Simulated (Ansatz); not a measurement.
The cluster CdCl2. Charge 0, multiplicity 3. Geometry r2SCAN-D4/def2-TZVPD, that of the charge -1 doublet; atoms count from 1.

| atom | x (Å) | y (Å) | z (Å) |
| --- | --- | --- | --- |
| Cd1 | 0.292 | 0.803 | -0.098 |
| Cl2 | 1.277 | -0.728 | 1.610 |
| Cl3 | -1.569 | -0.075 | -1.512 |

In the def2 sets Cd takes a core potential; there is no spin–orbit coupling. At PBE0-D4/def2-TZVPD a singlet of charge 0 lies 2.67 eV below the triplet at the same geometry. The structure comes from a short search, and lower isomers may exist.

Question: Estimate the Mulliken populations from the PBE0/def2-TZVPD orbitals of Ansatz.

Answer: 
| atom | charge (e) | spin (α − β) | d electrons |
| --- | --- | --- | --- |
| Cd1 | 0.40 | 0.90 | 10.00 |
| Cl2 | -0.20 | 0.55 | – |
| Cl3 | -0.20 | 0.55 | – |
Mulliken values and Mayer orders depend strongly on the basis. With diffuse functions, as here, like atoms can get unlike values, and bond orders can come out too low or too high.

Question: Where does the spin sit?

Answer: Summed by element: Cd 0.90, Cl 1.10, of 2 unpaired in all. Largest on single atoms: Cd1 0.90, Cl2 0.55, Cl3 0.55.

Question: And the Mayer bond orders between bonded heavy atoms (over 0.3)?

Answer: Cd1–Cl2 0.43 (2.50 Å); Cd1–Cl3 0.43 (2.50 Å). Values over 0.3 also appear between atoms too far apart for a bond (Cl2–Cl3 0.42 at 4.27 Å); they arise where an orbital or an unpaired electron spreads over both atoms.
